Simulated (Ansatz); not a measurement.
System: sum formula H$_{3}$SiO (charge -1, singlet). 
Coordinates optimised at B3LYP-D3(BJ)/def2-TZVP (Ansatz, a quantum-chemistry and plane-wave program):
```xyz
5

O      1.1374    -0.0225    -0.1527
Si    -0.4128     0.0082     0.0554
H     -1.1164     1.3540    -0.1202
H     -0.9439    -0.4124     1.4259
H     -1.2600    -0.8758    -0.8600
```
Charge -1, spin multiplicity 1.

Basis-set convergence of Hartree-Fock and CCSD correlation energies (hartree) with Ansatz. Valence correlation only, unless marked. Spin-orbit coupling is left out. Non-relativistic. This anion needs diffuse functions, which these sets lack.

```json
[
 {"basis": "cc-pV(D+d)Z", "functions": "52", "E(HF)": "-365.55986", "E(corr, CCSD)": "-0.32918"},
 {"basis": "cc-pV(T+d)Z", "functions": "111", "E(HF)": "-365.61273", "E(corr, CCSD)": "-0.40845"},
 {"basis": "cc-pV(Q+d)Z", "functions": "209", "E(HF)": "…", "E(corr, CCSD)": "…"}
]
```

Problem. Some entries are withheld; supply them.

Solution. 
- cc-pV(Q+d)Z, E(HF): -365.62646
- cc-pV(Q+d)Z, E(corr, CCSD): -0.43582
